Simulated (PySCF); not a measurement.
**Converging SiPb in the basis (MP2)**

PySCF, UHF reference; triplet, unpaired electrons π ↑↑; De to Si + Pb without counterpoise correction. Frozen cores follow the default of each basis and core potential.

| basis | relativity | functions | Re (Å) | ωe (cm⁻¹) | De (eV) | frozen orbitals |
| --- | --- | --- | --- | --- | --- | --- |
| def2-SVP | scalar-relativistic core potentials | 44 | 2.602 | 316 | 2.01 | 9 |
| cc-pV(D+d)Z/cc-pVDZ-PP | scalar-relativistic core potentials | 46 | 2.607 | 315 | 2.02 | 9 |
| def2-SVPD | scalar-relativistic core potentials | 56 | 2.604 | 316 | 2.12 | 9 |
| def2-TZVPP | scalar-relativistic core potentials | 92 | 2.573 | 324 | 2.35 | 9 |

Q: How does each smaller set differ from the one with most functions, def2-TZVPP?

A: def2-SVP: +2.9 pm, -2.5 % in ωe, -0.34 eV in De; cc-pV(D+d)Z/cc-pVDZ-PP: +3.4 pm, -2.8 % in ωe, -0.33 eV in De; def2-SVPD: +3.1 pm, -2.5 % in ωe, -0.23 eV in De. All at MP2; the set with most functions is neither the basis-set limit nor always the best.

Correlated steps freeze 9 core orbitals. Correlated levels converge slowly with the basis: in double zeta they bind strong bonds too weakly, by up to about 1 eV, and carry superposition errors of some tenths. These are scalar-relativistic numbers at best; spin–orbit coupling would shift them, the dissociation energy most. The state is the lowest determinant that a PBE0 search found; another state may lie lower at other levels.
